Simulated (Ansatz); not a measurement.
`F[SiH](Cl)S[SiH2]Cl` + `COC=N` → `CO[SiH](F)S[SiH2]Cl` + `N=CCl`  (formal exchange of groups at the Si–Cl bond)

Program: Ansatz. Geometries: PBE0-D4/def2-TZVP. ΔE: electronic, gas phase. CBS: MP2 limit from def2 TZ/QZ plus the TZ coupled-cluster correction, frozen cores. This one scheme is used for every species. Functionals use def2-TZVPP. B3LYP here is the variant with VWN-RPA as its local correlation; programs differ in this. One conformer a species, not always the lowest.

| level | ΔE (kJ/mol) | difference from CCSD(T)/CBS |
| --- | --- | --- |
| PBE-D4 | 40.5 | 7.5 |
| r2SCAN-D4 | 39.7 | 6.7 |
| PBE0-D4 | 41.7 | 8.7 |
| B3LYP-D4 | 34.8 | 1.8 |
| ωB97X-V | 39.0 | 6.0 |
| ωB97M-V | 37.7 | 4.7 |
| B2PLYP | 33.3 | 0.3 |
| PBE | 39.1 | 6.1 |
| r2SCAN | 39.6 | 6.6 |
| PBE0 | 40.5 | 7.5 |
| B3LYP | 32.3 | -0.7 |
| HF/def2-TZVPP | 34.6 | 1.6 |
| MP2/def2-TZVPP | 35.0 | 2.0 |
| SCS-MP2/def2-TZVPP | 31.3 | -1.7 |
| CCSD/def2-TZVPP | 31.6 | -1.4 |
| CCSD(T)/def2-TZVPP | 32.3 | -0.7 |
| HF/def2-QZVPP | 33.3 | 0.3 |
| MP2/def2-QZVPP | 34.9 | 1.9 |
| SCS-MP2/def2-QZVPP | 31.2 | -1.8 |
| HF/CBS(def2) | 33.2 | 0.2 |
| MP2/CBS(def2) | 35.7 | 2.7 |
| CCSD/CBS(def2) | 32.3 | -0.7 |
| CCSD(T)/CBS | 33.0 | 0 |

Largest T1 diagnostic among the species: 0.014.
